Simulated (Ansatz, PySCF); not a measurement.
C₂H₃BF₂O, SMILES C=C(F)B(O)F.

Geometry optimised at B3LYP-D3(BJ)/def2-SVP. The structure was generated by enumeration, and PubChem lists no compound with its InChIKey, so it may never have been made. Other conformers were not sampled.

Vertical ionisation energy (IE) and electron affinity (EA) in eV. Rows of orbital energies are one-electron estimates. Where ΔSCF, EOM or ADC give a negative EA the extra electron is unbound and the value depends on the basis.

| level | IE | EA |
|---|---|---|
| −ε(HOMO), −ε(LUMO), B3LYP/def2-TZVP (PySCF) | 7.92 | 1.52 |
| −ε(HOMO), −ε(LUMO), PBE/def2-TZVP (PySCF) | 6.88 | 2.21 |
| ΔSCF, PBE0/def2-TZVPD (Ansatz), final states of multiplicity 2 and 2 | 10.54 | -0.62 |
| ΔSCF, PBE/def2-TZVPD (Ansatz), final states of multiplicity 2 and 2 | 10.41 | -0.47 |

Question: What vertical singlet–triplet gap does ΔSCF give with PBE0/def2-TZVPD (Ansatz, a first-principles code) and with PBE/def2-TZVPD (Ansatz)? (The exact figures need the calculation; the answer reports its results.)

Answer: 3.76 and 3.87 eV (triplet above singlet where positive).
